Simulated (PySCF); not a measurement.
Fe(OH)3 (FeH3O3), SMILES [OH][Fe]([OH])[OH] (connectivity only; charge and spin as stated), neutral, multiplicity 6. Geometry: TPSSh-D3(BJ)/def2-SVP. The spin state was assumed, not searched. The values are those of a single conformer.

All values below come from TPSSh-D3(BJ)/def2-SVP (PySCF 2.14.0).

Harmonic wavenumbers (cm⁻¹): 122, 135, 135, 372, 372, 401, 559, 570, 570, 633, 718, 718, 3802, 3802, 3805. Rotational constants (GHz): 5.818, 5.818, 2.909; symmetry number 3.

Question: Work out the zero-point energy and the ideal-gas rigid-rotor harmonic-oscillator thermochemistry at 298.15 K and 1 atm.

Answer: ZPE = ½ Σ hcν = ½ × 16713 cm⁻¹ = 23.89 kcal/mol. H − E(el) = 28.72 kcal/mol. Entropy in cal/(mol K): translation 39.92, rotation 23.41, vibration 14.42, spin 3.56, total 81.31. G − E(el) = 4.47 kcal/mol. Cp = 24.11 cal/(mol K). Modes under 150 cm⁻¹ make the vibrational entropy uncertain.
